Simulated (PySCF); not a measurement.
# Vibration and rotation of TeF

UHF-CCSD(T) constants of TeF, ²Π (doublet), unpaired electrons π ↑ (PySCF, scalar-relativistic core potentials, basis sets Te def2-TZVPP with ECP28, F def2-TZVPP; masses 129.9062 and 18.9984 u):

```
ωe              : 628.9 cm⁻¹
ωexe            : 3.22 cm⁻¹
Be              : 0.27994 cm⁻¹
αe              : 0.00187 cm⁻¹
D (centrifugal) : 2.22e-07 cm⁻¹
De to Te + F    : 3.29 eV
```

Task: Give the vibrational terms G(v) and spacings up to v = 3.

Result: G(v) = ωe(v+½) − ωexe(v+½)².

```csv
v,G(v) (cm⁻¹),G(v) − G(v−1),Bv (cm⁻¹)
0,314,,0.2790
1,936,622,0.2771
2,1552,616,0.2753
3,2162,610,0.2734
```

Task: How well does the Morse estimate ωe²/(4ωexe) reproduce De, and what is D0?

Result: It gives 3.81 eV, 116 % of the computed De. D0 = De − G(0) = 3.29 − 0.04 = 3.25 eV.

Correlated steps freeze 5 core orbitals. These are scalar-relativistic numbers at best; spin–orbit coupling would shift them, the dissociation energy most. The state was picked by a PBE0 search and need not be the measured ground state.
